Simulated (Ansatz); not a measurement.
Two members of one family (Series W(NH)2X2), computed with Ansatz in the gas phase; def2 core potentials for W, no spin–orbit coupling. A negative affinity means that the extra electron isn't bound at that geometry and level; within about 0.2 eV of zero the sign isn't settled. Names give formal oxidation states. A dash marks a value that wasn't run or was left out as unsound. The structures are stationary points that may keep the symmetry of their start. Remarks come from the PBE and PBE0 runs and from stability tests at other levels; not every state was tested. A HOMO above zero means that the electron is unbound at that level and held by the basis, or that self-interaction error raises the level; the energy of removing that electron tells which.

First: W(NH)2(OH)2 (singlet, charge 0, PBE-D4/def2-SVP geometry).

```xyz
9

W    -0.101   -0.077   -0.040
N     1.542   -0.187   -0.687
H     2.526    0.067   -0.796
N    -0.249    1.172    1.203
H     0.069    1.914    1.831
O    -0.543   -1.753    0.793
H    -0.022   -2.548    0.583
O    -1.253    0.383   -1.510
H    -1.969    1.030   -1.378
```

```tsv
level	HOMO (eV)	LUMO (eV)	gap (eV)	vertical EA (eV)
PBE-D4/def2-SVP	-6.06	-1.44	4.62	–
PBE-D4/def2-TZVP	-6.22	-1.61	4.60	–
r2SCAN-D4/def2-TZVPD	-6.57	-1.62	4.94	-0.53
PBE0-D4/def2-SVP	-7.47	-0.69	6.78	–
PBE0-D4/def2-TZVPD	-7.65	-0.98	6.66	-0.53
```

Metal–donor distances: 2 × N 1.77 Å, 2 × O 1.92 Å. Remarks: HOMO above zero (-1 doublet).

Second: W(NH)2(NH2)2 (singlet, charge 0, PBE-D4/def2-SVP geometry).

```xyz
11

W     0.0206    0.1992    0.0732
N     1.4109    0.6777    1.0715
H     2.0029    1.3029    1.6258
N    -1.1936    1.4452   -0.2901
H    -1.6272    2.3729   -0.2722
N    -0.9147   -1.2334    1.0547
H    -1.9194   -1.4182    0.9915
H    -0.4737   -1.8438    1.7486
N     0.7469   -0.4042   -1.6579
H     1.6965   -0.7624   -1.7947
H     0.2507   -0.3358   -2.5504
```

Problem. Estimate how these quantities change from the first to the second (second minus first).

Solution. 
| level | Δ HOMO (eV) | Δ LUMO (eV) | Δ gap (eV) | Δ vertical EA (eV) |
| --- | --- | --- | --- | --- |
| PBE-D4/def2-SVP | 0.87 | 0.44 | -0.43 | – |
| PBE-D4/def2-TZVP | 0.86 | 0.44 | -0.42 | – |
| r2SCAN-D4/def2-TZVPD | 0.86 | 0.46 | -0.41 | -0.51 |
| PBE0-D4/def2-SVP | 0.96 | 0.51 | -0.45 | – |
| PBE0-D4/def2-TZVPD | 0.93 | 0.49 | -0.44 | -0.49 |

Metal–donor distances: 4 × N 1.78 to 1.97 Å. Remarks: HOMO above zero (-1 doublet).
